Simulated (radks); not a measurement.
Values are calculated unless marked as measured or tabulated.
Ionisation of neutral carbon, [He] 2s2 2p2, to [He] 2s2 2p1 as the strength of local exchange is varied. Level of theory: scalar-relativistic Kohn-Sham, Slater X-alpha exchange (alpha = 2/3 is LDA exchange), no correlation, spin-polarised, spherical densities, finite nucleus; open shells are filled with parallel spins first; Fermi nuclear charge, rms radius 2.4702 fm (a radial shooting solver on a logarithmic mesh with Libxc functionals).

alpha	E(C) (hartree)	exchange (hartree)	IE (eV)	-e of the level emptied (eV)	<r> of it (bohr)
0.667	-37.13026	-4.41632	10.776	5.333 (2p)	1.767
0.706	-37.38923	-4.70112	11.290	5.774 (2p)	1.735
0.875	-38.52831	-5.96816	13.646	7.842 (2p)	1.615
1.04	-39.66671	-7.25651	16.141	10.099 (2p)	1.517
1.048	-39.72256	-7.32026	16.266	10.214 (2p)	1.513

NIST Atomic Spectra Database: 11.260 eV (measured). The Delta-SCF value meets it near alpha = 0.70. Open shells are spherical and high-spin; term and fine-structure splittings are not resolved.
